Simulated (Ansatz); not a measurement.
Born–Oppenheimer molecular dynamics of BCl2H3O (7 atoms, charge 0, multiplicity 1). It starts from a rough guess of a transition structure, not a stationary point.

All numbers below come from UKS PBE0-D4/STO-3G (Ansatz).

```
ensemble                      : NVE (velocity Verlet)
time step                     : 0.5 fs
steps asked                   : 150
starting velocities drawn for : 1000 K
seed                          : 518567
```

First frame:

```xyz
7
Properties=species:S:1:pos:R:3
B -0.554 -0.132 -0.253
H 0.095 -1.275 0.501
Cl -0.196 -0.221 -1.958
Cl -2.109 0.309 0.339
H 0.713 -0.549 0.757
O 0.710 0.723 0.602
H 1.342 1.146 0.013
```

**Question.** How far do the bonds stretch over the last three quarters of this one trajectory? (Pairs bonded in most of those frames.)

**Answer.** 
| bond | mean (Å) | spread (Å) | shortest | longest |
| --- | --- | --- | --- | --- |
| B1–H2 | 1.248 | 0.144 | 1.03 | 1.46 |
| B1–Cl3 | 1.877 | 0.090 | 1.70 | 2.01 |
| B1–Cl4 | 1.859 | 0.091 | 1.70 | 2.06 |
| B1–O6 | 1.616 | 0.087 | 1.47 | 1.73 |
| H5–O6 | 1.044 | 0.070 | 0.94 | 1.20 |
| O6–H7 | 1.040 | 0.097 | 0.88 | 1.21 |

Mean temperature of the second half: 2999 K. The conserved energy stayed within 3.8 meV per atom of its start (net change -2.1 meV per atom), so the integration is sound. The system heated up, since it started high on the potential surface and ran downhill. A run of 0.075 ps of so small a system gives no equilibrium averages. The orbitals stay closed-shell, which can raise the energy where a bond breaks towards radicals; this wasn't checked here. Limits of this set-up: minimal basis.

Time of the run: 4.1 min on 1 thread of Arm Neoverse V2, with other jobs on the host, peak memory 0.12 GiB.
